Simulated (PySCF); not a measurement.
OZr, SMILES [O]=[Zr], multiplicity 1. Heavy atoms are numbered as in [Zr:1]=[O:2].

Coordinates come from a PBE0-D3(BJ)/def2-TZVPD optimisation. The spin state was assumed, not searched. The def2 effective core potentials stand for the cores of Zr; spin–orbit coupling is left out.

The numbers are results of CAM-B3LYP/def2-TZVPD run with PySCF, not measurements.

Mulliken values depend strongly on the basis, most of all with diffuse functions as here. ESP charges are fitted to the potential on shells at 1.4 to 2.0 van der Waals radii. Atomic charges (e), one atom of each kind:

| atom | Mulliken | ESP fit |
|---|---|---|
| Zr1 | 0.67 | 0.37 |
| O2 | -0.67 | -0.37 |
